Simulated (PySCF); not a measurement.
Te(Br)2, SMILES Br[Te]Br (Br2Te), singlet (CAM-B3LYP/def2-SVP optimised geometry):

```
3

Te    -1.023    -1.232     0.000
Br     1.485    -1.232     0.000
Br    -1.485     1.232     0.000
```

Computed with CAM-B3LYP/def2-TZVP, def2 effective core potentials past Kr (PySCF 2.14.0).

### Question
What are the frontier orbital energies and the dipole moment?

### Answer
HOMO-2 -10.18 eV, HOMO-1 -9.98 eV, HOMO -7.86 eV, LUMO -2.09 eV, LUMO+1 -1.85 eV; dipole moment 1.71 D.

On the same geometry PySCF with PBE/def2-TZVP, def2 effective core potentials past Kr gives HOMO-2 -7.54 eV, HOMO-1 -7.47 eV, HOMO -5.48 eV, LUMO -3.83 eV, LUMO+1 -3.61 eV; dipole moment 1.43 D.
